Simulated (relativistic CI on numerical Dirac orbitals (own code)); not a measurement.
## Pb XLI: q coefficients and field-shift factors

Calculated at this level of theory: Dirac-Coulomb-Breit CI, separate exchange-only KLI orbitals for each configuration, derivatives by finite differences, unscaled Slater integrals, QED left out (own radial code, finite nucleus).

CI space (outside the closed core [Ar] 3d10): 4s2 4p6 4d6, 4s2 4p6 4d5 4f, 4s2 4p4 4d8, 4s 4p6 4d7, 4p6 4d8, 4s2 4p6 4d5 5s, 4s2 4p6 4d4 5s2, 4s 4p6 4d6 5s. Levels of other configurations are missing.

With x = (α/α₀)² − 1 an excitation energy changes as ω = ω₀ + qx; K = 2q/ω₀ is the relative enhancement. Terms are leading LS components, so labels can repeat. The field-shift factor is F = δν/δ⟨r²⟩ for the transition from the lowest level.

Lowest level 4s2 4p6 4d6 3F_4.

```tsv
Level	ω₀ (cm⁻¹)	q (cm⁻¹)	F (GHz/fm²)
4s2 4p6 4d6 3P_2	25262	2574	-1.15
4s2 4p6 4d6 3P_0	87627	18630	1.04
4s2 4p6 4d6 5D_3	216750	252700	10.3
4s2 4p6 4d6 5D_4	225512	242900	10.4
4s2 4p6 4d6 5D_1	232513	253800	10.1
4s2 4p6 4d6 3G_5	259146	243600	10.7
4s2 4p6 4d6 3H_6	262794	243200	11.1
4s2 4p6 4d6 3F_2	277770	247600	8.96
4s2 4p6 4d6 3D_3	285162	249300	10.3
4s2 4p6 4d6 3P_0	316985	241200	9.56
4s2 4p6 4d6 3P_1	332595	254900	10.5
4s2 4p6 4d6 3D_2	334570	262500	11.1
4s2 4p6 4d6 1G_4	336373	254600	11.4
4s2 4p6 4d6 3F_3	343563	247200	10.6
4s2 4p6 4d6 5D_2	455688	498200	19.7
4s2 4p6 4d6 5D_0	466224	494400	20.8
4s2 4p6 4d6 3H_4	483959	494100	20.5
4s2 4p6 4d6 5D_3	493630	490700	20.1
4s2 4p6 4d6 3H_5	502943	495500	21.2
4s2 4p6 4d6 1I_6	520230	492700	21.8
4s2 4p6 4d6 3F_3	523077	499600	20.8
4s2 4p6 4d6 3D_1	529274	488900	19.6
4s2 4p6 4d6 1G_4	543257	490200	20.8
```

At this charge energies of transitions that change n are usually good to better than 1 %, and those within a shell (Δn = 0) to a few per cent. Terms inside the open d or f shell come out 10 to 20 % too wide with unscaled integrals.

Question: Which transition from the lowest level has the largest |K|?

Answer: 4s2 4p6 4d6 5D_3 at 216750 cm⁻¹, K = 2.33.
